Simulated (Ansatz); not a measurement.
Basis-set extrapolation for ClFH5NO2Si2, SMILES `O[Si@H](F)N[Si@H](O)Cl` (PBE0-D4/def2-TZVP geometry, frozen core, Ansatz 0.2.0). Multiplicity 1, RHF reference.

```tsv
	def2-TZVPP	def2-QZVPP
HF	-1344.389113	-1344.436019
MP2 correlation	-1.357812	-1.476567
CCSD(T) correlation	-1.447991	not run
```

Energies in hartree. Use E(X) = E(∞) + A·exp(−7.88·√X) for Hartree–Fock and E(X) = E(∞) + B·X^(−2.97) for correlation, with X = 3 and 4, and add CCSD(T) minus MP2 of the smaller set to the MP2 limit.

Question: What is the CCSD(T) energy at the basis-set limit?

Answer: HF limit: -1344.436019 + (-0.046906) × 0.13774 = -1344.44248. MP2 limit: -1.476567 + (-0.118755) × 0.74074 = -1.56453. Higher-order term: -1.447991 − (-1.357812) = -0.09018. Total: -1346.09719 hartree, 163.2 kcal/mol below CCSD(T)/def2-TZVPP.
